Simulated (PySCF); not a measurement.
PySCF input for C2H9BO2Si, SMILES C[SiH2]CB(O)O, C-PCM-M06-2X/def2-SVP. Coordinates come from a B3LYP-D3(BJ)/def2-SVP optimisation. This is a generated structure with no PubChem entry under its InChIKey; it may be hypothetical. One conformer was computed; it need not be the lowest.

```python
import numpy as np
from pyscf import gto, scf, dft
from pyscf.solvent import pcm

mol = gto.M(
    atom='''
    Si   -1.09306431   -0.03869572   -1.12350177
    C    -2.17828647    0.30345943    0.38048277
    C     0.49231288   -0.91952523   -0.57273772
    B     1.24490180   -0.05722281    0.52052945
    O     0.94035470   -0.13850278    1.85111071
    O     2.18743245    0.87773339    0.20385826
    H    -1.83755035   -0.87177913   -2.11677153
    H    -0.72723415    1.24842830   -1.79128464
    H    -1.62218220    0.88879422    1.12984214
    H    -2.49797030   -0.64066655    0.85268132
    H    -3.08581355    0.86453066    0.10793248
    H     0.19730115   -1.90863030   -0.17954734
    H     1.11599071   -1.10183970   -1.46481435
    H     0.26992338   -0.80179326    2.04401401
    H     2.35947076    0.93335975   -0.74189685
    ''',
    basis='def2-SVP',
    charge=0,
    spin=0,
    max_memory=1600,
    verbose=3,
)
mf = dft.RKS(mol, xc='m06-2x').density_fit(auxbasis='def2-universal-jkfit')
mf.grids.level = 4
mf.conv_tol = 1e-9
mf.max_cycle = 100
mf.kernel()
res = {}
for name, eps in {'water': 78.355, 'chloroform': 4.7113, 'tetrahydrofuran': 7.4257}.items():
    s = mf.PCM()
    s.with_solvent.method, s.with_solvent.eps, s.with_solvent.lebedev_order = 'C-PCM', eps, 17
    s.kernel(mf.make_rdm1())
    res[name] = (s.e_tot, eps, s.dip_moment(), s.mo_energy, s.converged)
    print(f'{name}: electrostatic solvation free energy {(s.e_tot - mf.e_tot) * 627.509474:.3f} kcal/mol')
```

It prints:

```
converged SCF energy = -546.137453830715

WARN: PCM is an experimental feature. It is still in testing.
Features and APIs may be changed in the future.

converged SCF energy = -546.151614364614
Dipole moment(X, Y, Z, Debye): -1.44924, -2.17299, -1.59736
water: electrostatic solvation free energy -8.886 kcal/mol

WARN: PCM is an experimental feature. It is still in testing.
Features and APIs may be changed in the future.

converged SCF energy = -546.14844677303
Dipole moment(X, Y, Z, Debye): -1.40495, -2.04355, -1.54933
chloroform: electrostatic solvation free energy -6.898 kcal/mol

WARN: PCM is an experimental feature. It is still in testing.
Features and APIs may be changed in the future.

converged SCF energy = -546.149657697283
Dipole moment(X, Y, Z, Debye): -1.42186, -2.09191, -1.56772
tetrahydrofuran: electrostatic solvation free energy -7.658 kcal/mol
```

The calculation finished and met its thresholds.
